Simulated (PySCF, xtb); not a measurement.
C4H10BN, SMILES C[C@H]1CCB1N.

GFN2-xTB run with xtb 6.7.1 at its own geometry gives an orbital gap of 5.31 eV and a dipole moment of 2.16 D.

Geometry optimised at B3LYP-D3(BJ)/def2-SVP. The structure was generated by enumeration; whether it is a known compound was not checked. One conformer was computed; it need not be the lowest.

### Question
What does PBE/def2-TZVP (PySCF) give? (The exact figures need the calculation; the answer reports its results.)

### Answer
gap 5.90 eV (levels -6.13 and -0.23 eV), dipole 1.68 D.
